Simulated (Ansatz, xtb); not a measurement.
Isomers of C6H9NO in order of energy

6 gas-phase structures of C6H9NO, from a drawn sample of its isomers (lower ones may exist). Each was relaxed with GFN2-xTB; where two conformers were screened, the lower at r2SCAN-D4/def2-SVP is listed:

A. `C/C(O)=N/[C@H]1[C@@H]2C[C@@H]21`, a singlet
B. `C/C(O)=N\[C@H]1[C@@H]2C[C@@H]21`, a singlet
C. `CC(=O)N[C@@H]1[C@@H]2C[C@@H]21`, a singlet
D. `C=C(O)N[C@H]1[C@@H]2C[C@@H]21`, a singlet
E. `C=C(O)N[C@@H]1[C@@H]2C[C@@H]21`, a singlet
F. `CC(=O)N[C@H]1[C@@H]2C[C@@H]21`, a singlet

Q: Make a reasoned guess at their ranking by r2SCAN-D4/def2-SVP single-point energy.

A: Calculated order at r2SCAN-D4/def2-SVP: C (0.0), F (0.4), B (12.8), A (15.2), E (25.3), D (26.7) kcal/mol. Less than 1 kcal/mol parts C and F, so the order within that pair means little.

Energies above the lowest of each column, in kcal/mol; the last columns are at B3LYP-D3(BJ)/def2-SVP geometries and were run for some of them only (a dash: not run or not comparable):

```json
{"structure": "C", "GFN2-xTB": "0.8", "HF/STO-3G": "0.0", "r2SCAN-D4/def2-SVP": "0.0", "B3LYP-D3(BJ)/def2-SVP": "0.0", "CCSD(T)/def2-SVP + ΔMP2/def2-TZVPP": "0.0"}
{"structure": "F", "GFN2-xTB": "0.0", "HF/STO-3G": "0.0", "r2SCAN-D4/def2-SVP": "0.4", "B3LYP-D3(BJ)/def2-SVP": "0.4", "CCSD(T)/def2-SVP + ΔMP2/def2-TZVPP": "0.5"}
{"structure": "B", "GFN2-xTB": "8.4", "HF/STO-3G": "5.8", "r2SCAN-D4/def2-SVP": "12.8", "B3LYP-D3(BJ)/def2-SVP": "12.5", "CCSD(T)/def2-SVP + ΔMP2/def2-TZVPP": "9.9"}
{"structure": "A", "GFN2-xTB": "9.5", "HF/STO-3G": "10.3", "r2SCAN-D4/def2-SVP": "15.2", "B3LYP-D3(BJ)/def2-SVP": "14.6", "CCSD(T)/def2-SVP + ΔMP2/def2-TZVPP": "10.4"}
{"structure": "E", "GFN2-xTB": "22.7", "HF/STO-3G": "24.0", "r2SCAN-D4/def2-SVP": "25.3", "B3LYP-D3(BJ)/def2-SVP": "–", "CCSD(T)/def2-SVP + ΔMP2/def2-TZVPP": "–"}
{"structure": "D", "GFN2-xTB": "22.8", "HF/STO-3G": "25.7", "r2SCAN-D4/def2-SVP": "26.7", "B3LYP-D3(BJ)/def2-SVP": "–", "CCSD(T)/def2-SVP + ΔMP2/def2-TZVPP": "–"}
```

CCSD(T)/def2-SVP + ΔMP2/def2-TZVPP has C and F within 1 kcal/mol of each other at the bottom, and every level picks one of them. Flexible structures stand in one conformer each, not always the lowest. Frequencies (GFN2-xTB) were run for A, B, C, F alone. ΔMP2 is the change of the MP2 energy from the smaller to the larger basis.

Over these structures GFN2-xTB departs from r2SCAN-D4/def2-SVP by 2.0 kcal/mol on average once a common shift is removed. A GFN2-xTB relaxation took about 0.35 s and the r2SCAN-D4/def2-SVP energy about 3.3 s on a shared host (Ansatz 0.2.0, xtb 6.7.1).
